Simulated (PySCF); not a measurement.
Species: C₂H₇NSi.
SMILES with atom numbers: `[CH2:1]=[CH:2][SiH2:3][NH2:4]` (hydrogens: H5, H6 on C1; H7 on C2; H8, H9 on Si3; H10, H11 on N4)

Method used: PySCF, PBE0-D3(BJ)/def2-SVP geometry optimisation, gas phase.

Question: Give the optimised bond lengths and angles.

Answer: 
```csv
bond,length (Å),order
C1=C2,1.338,double
C2–Si3,1.868,single
Si3–N4,1.733,single
C1–H5,1.096,single
C1–H6,1.097,single
C2–H7,1.098,single
"Si3–H8, Si3–H9",1.500,single
"N4–H10, N4–H11",1.014,single
```

Bonds in one row agree within 0.01 Å and their mean is given. Orders are formal, as drawn. A selection of angles:
```csv
angle,degrees
C2–C1–H5,122.4
C2–C1–H6,121.6
H5–C1–H6,116.1
C1–C2–Si3,123.0
C1–C2–H7,118.3
Si3–C2–H7,118.7
C2–Si3–N4,109.3
C2–Si3–H8,112.0
C2–Si3–H9,105.9
N4–Si3–H8,105.7
N4–Si3–H9,116.4
H8–Si3–H9,107.7
Si3–N4–H10,119.2
H10–N4–H11,110.4
```

Torsions: C1–C2–Si3–N4 125° (anticlinal). The mirror-image conformer, all signs reversed, is as good.

Si3 (SiH2 silicon) is distorted tetrahedral (angles from 105.7° to 116.4°). N4 (silicon-bound nitrogen) has angles 119.2°, 119.1° and 110.4°, sum 348.7°, 0.23 Å off the plane of its three neighbours.

Point group: C1 (no symmetry element, even within 0.4 Å). Not checked by PBE0-D3(BJ)/def2-SVP frequencies. One conformer, not necessarily the lowest (C1–C2–Si3–N4 125°, C2–Si3–N4–H 161° and -59°).
